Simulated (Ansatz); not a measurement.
The first iterations of a band of CH4AsB (7 atoms, charge 0, multiplicity 1).

Theory: Ansatz 0.2.0, RKS B3LYP-D4/def2-TZVP.

| Quantity | Value |
| --- | --- |
| movable images | 9 |
| climbing image | yes |
| spring | 5.0 eV/Å² |
| optimiser | quadratic models (default) |
| start path | through a guess of the saddle point |
| force threshold | 0.03 eV/Å |
| iteration limit | 60 |
| end points | relaxed |

Initial state:

```xyz
7
Properties=species:S:1:pos:R:3
B -0.450 -0.115 -1.193
C -0.768 -0.602 0.038
As 0.743 -0.100 1.221
H -0.091 0.337 -2.211
H -1.536 -1.192 0.504
H 0.379 1.360 1.520
H 1.723 0.312 0.121
```

Final state:

```xyz
7
Properties=species:S:1:pos:R:3
B -0.659 -0.105 -1.477
C -0.509 -0.401 -0.151
As 0.983 0.684 0.570
H -0.708 0.215 -2.601
H -1.022 -1.071 0.519
H 0.248 1.142 1.830
H 1.667 -0.464 1.310
```

| iteration | highest image above the first end (eV) | largest band force component (eV/Å) |
| --- | --- | --- |
| 1 | 2.730 | 8.485 |
| 2 | 2.039 | 3.209 |
| 3 | 1.647 | 1.034 |
| 4 | 1.308 | 1.512 |

Problem. Does the band converge within its limit, and where does its top end?

Solution. It converged. It ended after 14 iterations with the highest image 0.791 eV above the first end. A vibrational analysis at the climbing image gives one clearly imaginary mode, 535i cm⁻¹: a first-order saddle point.

Run time: 3.8 min on 2 threads of Intel(R) Xeon(R) Platinum 8488C (Sapphire Rapids) (shared host), peak memory 0.33 GiB.
